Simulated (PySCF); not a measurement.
MgF2, SMILES [F][Mg][F].

The structure is a stationary point at PBE0-D3(BJ)/def2-TZVP. The isomer is the one that the SMILES or the coordinates give; other isomers of the formula were not compared.

Two levels are set side by side: PBE/def2-TZVPD (PySCF) and ωB97X/def2-TZVPD (PySCF). Same geometry, gas phase. Differences are taken from unrounded values.

| quantity | ωB97X | PBE | PBE minus ωB97X |
|---|---|---|---|
| orbital gap (eV) | 13.09 | 5.84 | -7.24 |
| highest occupied level (eV) | -12.88 | -8.36 | 4.52 |
| lowest empty level (eV) | 0.20 | -2.52 | -2.72 |
| mean polarisability (bohr³) | 18.0 | 20.7 | 2.7 |

PBE's occupied levels lie high since its potential decays too fast outside the molecule; exact exchange lowers them and widens the gap. PBE's more diffuse valence density responds more strongly to a field. Differences between two approximate levels are no errors against the true value.

Rough cost on one machine, each run with all the roots and properties that it gave: ωB97X against PBE within a factor of 2.
